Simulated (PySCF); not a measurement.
FH₃IPSi.
SMILES with atom numbers: `[F:1][Si@H:2]([PH2:3])[I:4]` (hydrogens: H5 on Si2; H6, H7 on P3)

Theory: PySCF, PBE0-D3(BJ)/def2-SVP geometry optimisation, gas phase, def2 core potentials past Kr.

Task: List the bond lengths and angles at this level.

Result: 
```csv
bond,length (Å)
F1–Si2,1.621
Si2–P3,2.246
Si2–I4,2.442
Si2–H5,1.486
"P3–H6, P3–H7",1.429
```

Bonds in one row agree within 0.01 Å and their mean is given. A selection of angles:
```csv
angle,degrees
F1–Si2–P3,107.8
F1–Si2–I4,107.3
F1–Si2–H5,108.5
P3–Si2–I4,114.4
P3–Si2–H5,110.9
I4–Si2–H5,107.7
Si2–P3–H6,91.6
Si2–P3–H7,93.4
H6–P3–H7,93.9
```

P3 (three-coordinate phosphorus) is pyramidal (angles 93.9°, 93.4° and 91.6°, sum 278.8°, 0.87 Å off the plane of its three neighbours). Si2 (fluorine-bound silicon) is distorted tetrahedral (angles from 107.3° to 114.4°).

Point group: C1 (no symmetry element, even within 0.4 Å). No PBE0-D3(BJ)/def2-SVP frequencies stand behind this structure, so it isn't proved a minimum. The numbers are those of one conformer (F1–Si2–P3–H -171° and -77°).

Hardware: one thread of an Arm Neoverse V2, shared host with 96 logical CPUs at a one-minute load of 34. Cost: 33 s of wall time, 0.39 GiB resident at most. That covers the optimisation of the geometry.
